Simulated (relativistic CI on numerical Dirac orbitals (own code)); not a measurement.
**Line list: Forbidden lines, Pm35+**

These numbers are calculated, not measured: Dirac-Coulomb-Breit CI, orbitals from a KLI potential per configuration, model QED, unscaled Slater integrals (own radial code, finite nucleus).

Configurations in the expansion (outside the closed core [Ne]): 3s²3p⁶3d⁸, 3s²3p⁵3d⁹, 3s²3p⁴3d¹⁰, 3s3p⁶3d⁹, 3p⁶3d¹⁰, 3s3p⁵3d¹⁰, 3s²3p⁶3d⁷4s, 3s²3p⁶3d⁷4p, 3s²3p⁶3d⁷4d, 3s²3p⁴3d⁹4s, 3s²3p⁴3d⁹4p, 3s²3p⁵3d⁸4s, 3s²3p⁶3d⁷4f, 3s²3p⁴3d⁹4d, 3s²3p⁵3d⁸4p, 3s3p⁵3d⁹4s, 3s²3p⁶3d⁶4s², 3s3p⁵3d⁹4p, 3s²3p⁵3d⁸4d, 3s²3p⁶3d⁶4s4p, 3s3p⁶3d⁸4s, 3s3p⁵3d⁹4d, 3p⁶3d⁹4s, 3s²3p⁶3d⁷5s, 3s²3p⁶3d⁶4p², 3s²3p⁶3d⁷5p, 3s²3p⁵3d⁸4f, 3s²3p⁶3d⁶4s4d, 3s3p⁶3d⁸4p, 3p⁶3d⁹4p, 3s²3p⁶3d⁷5d, 3s²3p⁶3d⁶4p4d, 3s²3p⁵3d⁷4s², 3s²3p⁶3d⁷5f, 3p⁶3d⁹4d, 3s3p⁶3d⁸4d. Levels of other configurations are missing.

| λ vac (Å) | Lower | Upper | Type | A (s⁻¹) | log gf |
| --- | --- | --- | --- | --- | --- |
| 12.375 | 3s²3p⁶3d⁸ ¹D2 [2] | 3s²3p⁶3d⁷4s ³F3 [54] | E2 | 1.04e+09 | -3.78 |
| 12.409 | 3s²3p⁶3d⁸ ³F4 [1] | 3s²3p⁶3d⁷4s ³H6 [49] | E2 | 1.17e+09 | -3.45 |
| 12.434 | 3s²3p⁶3d⁸ ³F4 [1] | 3s²3p⁶3d⁷4s ³P2 [47] | E2 | 1.28e+09 | -3.83 |
| 12.444 | 3s²3p⁶3d⁸ ¹D2 [2] | 3s²3p⁶3d⁷4s ³F4 [52] | E2 | 8.14e+08 | -3.77 |
| 12.467 | 3s²3p⁶3d⁸ ³F4 [1] | 3s²3p⁶3d⁷4s ⁵P3 [45] | E2 | 3.96e+08 | -4.19 |
| 12.488 | 3s²3p⁶3d⁸ ³F3 [4] | 3s²3p⁶3d⁷4s ³D3 [55] | E2 | 8.80e+08 | -3.84 |
| 12.490 | 3s²3p⁶3d⁸ ³F4 [1] | 3s²3p⁶3d⁷4s ³G5 [41] | E2 | 9.60e+08 | -3.61 |
| 12.522 | 3s²3p⁶3d⁸ ¹D2 [2] | 3s²3p⁶3d⁷4s ³P1 [46] | E2 | 9.81e+08 | -4.16 |
| 12.552 | 3s²3p⁶3d⁸ ³F4 [1] | 3s²3p⁶3d⁷4s ³F3 [40] | E2 | 5.03e+08 | -4.08 |
| 12.560 | 3s²3p⁶3d⁸ ¹D2 [2] | 3s²3p⁶3d⁷4s ⁵P2 [44] | E2 | 7.25e+08 | -4.07 |
| 12.574 | 3s²3p⁶3d⁸ ³F4 [1] | 3s²3p⁶3d⁷4s ⁵F4 [39] | E2 | 5.66e+08 | -3.92 |
| 12.700 | 3s²3p⁶3d⁸ ³F3 [4] | 3s²3p⁶3d⁷4s ¹H5 [50] | E2 | 5.36e+08 | -3.85 |
| 12.708 | 3s²3p⁶3d⁸ ³F4 [1] | 3s²3p⁶3d⁷4s ³D3 [37] | E2 | 8.80e+08 | -3.83 |
| 12.750 | 3s²3p⁶3d⁸ ¹G4 [7] | 3s²3p⁶3d⁷4s ³F3 [54] | E2 | 7.92e+08 | -3.87 |
| 12.755 | 3s²3p⁶3d⁸ ³F4 [1] | 3s²3p⁶3d⁷4s ³P2 [35] | E2 | 8.10e+08 | -4.01 |
| 12.755 | 3s²3p⁶3d⁸ ³P2 [5] | 3s²3p⁶3d⁷4s ³G3 [51] | E2 | 8.49e+08 | -3.84 |
| 12.778 | 3s²3p⁶3d⁸ ¹D2 [2] | 3s²3p⁶3d⁷4s ¹D2 [38] | E2 | 1.10e+09 | -3.87 |
| 12.783 | 3s²3p⁶3d⁸ ³F3 [4] | 3s²3p⁶3d⁷4s ⁵P2 [44] | E2 | 9.01e+08 | -3.96 |
| 12.784 | 3s²3p⁶3d⁸ ³F3 [4] | 3s²3p⁶3d⁷4s ³H4 [43] | E2 | 1.16e+09 | -3.59 |
| 12.823 | 3s²3p⁶3d⁸ ¹G4 [7] | 3s²3p⁶3d⁷4s ³F4 [52] | E2 | 7.77e+08 | -3.76 |
| 12.835 | 3s²3p⁶3d⁸ ¹D2 [2] | 3s²3p⁶3d⁷4s ³P1 [36] | E2 | 2.17e+09 | -3.79 |
| 12.836 | 3s²3p⁶3d⁸ ³P2 [5] | 3s²3p⁶3d⁷4s ³P2 [47] | E2 | 1.14e+09 | -3.85 |
| 12.854 | 3s²3p⁶3d⁸ ³F4 [1] | 3s²3p⁶3d⁷4s ³F4 [34] | E2 | 2.33e+09 | -3.28 |
| 12.861 | 3s²3p⁶3d⁸ ¹G4 [7] | 3s²3p⁶3d⁷4s ¹H5 [50] | E2 | 1.91e+09 | -3.28 |
| 12.868 | 3s²3p⁶3d⁸ ³F3 [4] | 3s²3p⁶3d⁷4s ³F3 [40] | E2 | 1.25e+09 | -3.66 |
| 12.878 | 3s²3p⁶3d⁸ ³P2 [5] | 3s²3p⁶3d⁷4s ³H4 [43] | E2 | 5.59e+08 | -3.90 |
| 12.891 | 3s²3p⁶3d⁸ ³P1 [6] | 3s²3p⁶3d⁷4s ³P2 [47] | E2 | 9.44e+08 | -3.93 |
| 12.893 | 3s²3p⁶3d⁸ ³F4 [1] | 3s²3p⁶3d⁷4s ⁵F5 [33] | E2 | 3.92e+08 | -3.97 |
| 12.948 | 3s²3p⁶3d⁸ ¹D2 [2] | 3s²3p⁶3d⁷4s ³F4 [34] | E2 | 7.01e+08 | -3.80 |
| 12.962 | 3s²3p⁶3d⁸ ³P0 [3] | 3s²3p⁶3d⁷4s ¹D2 [38] | E2 | 7.68e+08 | -4.01 |

Terms are leading LS components. Brackets give the number of a level in order of energy, since labels repeat. The list gives strong lines, with weight on those to low levels, among the lowest 400 of 6493 levels, so that lines to higher ones, which can be the strongest, are missing. Levels whose partners in the same complex of configurations lie outside the list can be far off, and so can their lines. Rates are taken at the computed energies, electric ones in the length gauge.

At this charge energies of transitions that change n are usually good to better than 1 %, and those within a shell (Δn = 0) to a few per cent. Terms inside the open d or f shell come out 10 to 20 % too wide with unscaled integrals.

LS names give the leading component of a level, which can be under half, so a name can repeat, a term be missing and a line seem to break the LS rules.
